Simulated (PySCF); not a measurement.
# One molecule, several mistakes: AlH2O2Si

These are calculations, not measurements. The program is PySCF 2.14.0, an open-source quantum chemistry code, run on an isolated molecule that a program drew, which may never have been made. The molecule is AlH2O2Si (charge 0, doublet), drawn as the SMILES string `O=[SiH][O][AlH]`.

Each row is a Hartree-Fock (HF) and frozen-core CCSD(T) single point in the cc-pV(D+d)Z basis, meant for a local HF minimum. Run 1 is clean. Each other run has one planted mistake out of seven kinds, and not every kind appears here: one electron removed, one electron added, multiplicity raised by two, geometry at a saddle point, minimal basis STO-3G, one bond length entered in bohr, all coordinates scaled. The reference is restricted for singlets and unrestricted otherwise, and also for a bond in bohr. Adding or removing an electron swaps singlet and doublet. Electrons count all cores. HOMO and LUMO are orbital energies over both spins, the gradient is its largest component, and the lowest frequency (negative if imaginary) is given only where the gradient is small. Bond lengths are over the 5 bonds as drawn. T1 is the CCSD diagnostic: over 0.02 (restricted) or 0.045 (unrestricted) a single reference is doubtful.

Geometry of the clean run:
```xyz
6
AlH2O2Si, angstrom
O     0.7448   -0.1654   -1.1163
Si   -0.1578    0.9521   -0.7050
O    -1.2394    0.9346    0.4660
Al   -2.1747    0.3695    1.7914
H    -0.1804    2.2724   -1.3350
H    -3.6328   -0.1466    1.4288
```

```
run  electrons  basis functions  <S^2>  HOMO (eV)  LUMO (eV)  gradient (hartree/bohr)  lowest frequency (cm^-1)  mean bond (Å)  longest bond (Å)      T1  HF (hartree)  CCSD(T) (hartree)                     mistake
  1         45               84  0.756      -8.97       0.65                  1.7e-05                        66         1.5716             1.718  0.0209    -681.82409         -682.36016                    no fault
  2         45               84  0.754      -8.73       0.82                  1.3e-01                         -         1.4679             1.604  0.0175    -681.78357         -682.30442      all coordinates scaled
  3         45               84  0.756      -8.95       0.60                  3.6e-05                      -118         1.5719             1.719  0.0208    -681.82241         -682.35847  geometry at a saddle point
  4         45               84  3.784      -5.37       0.16                  1.8e-01                         -         1.5716             1.718  0.0646    -681.66789         -682.15676                           ?
  5         46               84  0.000      -0.72       6.47                  6.5e-02                         -         1.5716             1.718  0.0211    -681.82329         -682.39229                           ?
```

**Which mistake was planted in run 4, and what did it cost?**

Electrons, basis and geometry are unchanged, and <S^2> is 3.784, beside S(S+1) = 3.75 for a multiplicity of 4. So the mistake is: multiplicity raised by two. Subtracting run 1 and multiplying by 627.51 kcal/mol a hartree, the energy moved by 98.0 kcal/mol in HF and 127.6 kcal/mol in CCSD(T).

**Which mistake was planted in run 5, and what did it cost?**

It counts 46 electrons, one more than the clean run, at the same geometry and basis. So the mistake is: one electron added. Subtracting run 1 and multiplying by 627.51 kcal/mol a hartree, the energy moved by 0.5 kcal/mol in HF and -20.2 kcal/mol in CCSD(T).

Cautions from the logs. Run 4: T1 is over the limit, so its CCSD(T) energy is less reliable; run 5: T1 is over the limit, so its CCSD(T) energy is less reliable.
